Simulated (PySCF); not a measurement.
PySCF 2.14 output of an unrestricted M06-L calculation on a single atom or ion in pcseg-2, with no relativity, point nucleus:

```
SCF conv_tol = 1e-09
number electrons alpha = 5  beta = 2
    Y. Zhao and D. G. Truhlar.,  J. Chem. Phys. 125, 194101 (2006)
    Y. Zhao and D. G. Truhlar.,  J. Chem. Phys. 125, 194101 (2006)
    Y. Zhao and D. G. Truhlar.,  Theor. Chem. Acc. 120, 215 (2008)
cycle= 1 E= -54.5976415419217  delta_E= -0.000354  |g|= 0.00745  |ddm|= 0.035
cycle= 2 E= -54.597655721818  delta_E= -1.42e-05  |g|= 0.00413  |ddm|= 0.00792
cycle= 3 E= -54.5976634392956  delta_E= -7.72e-06  |g|= 0.000257  |ddm|= 0.00308
cycle= 4 E= -54.5976634671514  delta_E= -2.79e-08  |g|= 4.44e-06  |ddm|= 0.000221
cycle= 5 E= -54.5976634671633  delta_E= -1.19e-11  |g|= 2.44e-07  |ddm|= 9.29e-06
converged SCF energy = -54.5976634671633  <S^2> = 3.760006  2S+1 = 4.0049999
```

The run itself started from symmetry-adapted Hartree-Fock orbitals and held the occupation by maximum overlap, on a logarithmic radial grid, so the iterations belong to that start.

**Question.** Which element, charge and spin multiplicity is this?

**Answer.** N (nitrogen, neutral), multiplicity 4; the state was [He] 2s2 2p3, high-spin 4S determinant.
